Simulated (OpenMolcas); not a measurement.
Ti2+ (d2) on a cation site of an ionic host was computed by SS-CASPT2, IPEA 0.25 Eh, imaginary shift 0.1 Eh with the d shell active (OpenMolcas, ANO-RCC-VTZP on the metal). Its lowest spin-free states, and all those of the highest spin:

| 2S+1 | Degeneracy | E (cm-1) |
| --- | --- | --- |
| 3 | 3 | 0 |
| 1 | 3 | 9190 |
| 1 | 2 | 9700 |
| 3 | 3 | 12890 |
| 1 | 1 | 19510 |
| 3 | 3 | 22010 |
| 1 | 3 | 24070 |
| 1 | 3 | 26810 |
| 3 | 1 | 27110 |
| 1 | 2 | 38570 |
| 1 | 1 | 52120 |

Task: Is the site octahedral, tetrahedral or cube-like, axial, or of lower symmetry?

Result: The states with 2S+1 = 3 have orbital degeneracies 3, 3, 3, 1. Threefold states need a cubic site. For d2 at this spin an octahedron puts the threefold T1 below the threefold T2 and a tetrahedron or cube puts the single A2 below the threefold T2, so the site is octahedral. The run had Ti2+ with its 6 nearest fluoride ions at 2.106 Å, on the Mg site of KMgF3 (a = 3.973 Å, distance in the model lattice 1.986 Å). The rest of the host is ab initio model potentials to 7.6 Å, with orthogonalisation functions on the cations behind the ligands, and point charges beyond; the distance is set by hand and nothing relaxes. Ligand basis ANO-RCC-VDZP.

Roots that are degenerate in the reference are averaged as groups; the widest CASPT2 spread within a group is 37 cm-1 (the 3-fold group of multiplicity 3 near 12900 cm-1 above the lowest state of its run). Shifts and gaps below about the spread of the groups concerned are not significant. Over all roots computed the reference weight is 0.74 to 0.75; a low but even weight reflects the number of correlated electrons. An orbital triplet at a regular site is open to Jahn-Teller coupling, which can distort the site and quench the lowest spin-orbit gaps and is left out. Ligand-to-metal charge-transfer states are missing. With no ligand orbital active B as a rule stays too high, so bands that hang on it stand too high and its fall with covalency is understated. With one d shell and no ligand orbital active, 10Dq can be off by tens of per cent for divalent 3d ions, low with halides held by bare charges and at times high in hosts. Free-ion shares, where given, are those of the reference states; single-state CASPT2 does not remix them. No measured value stands beside these numbers; the geometry was set by hand and not optimised.
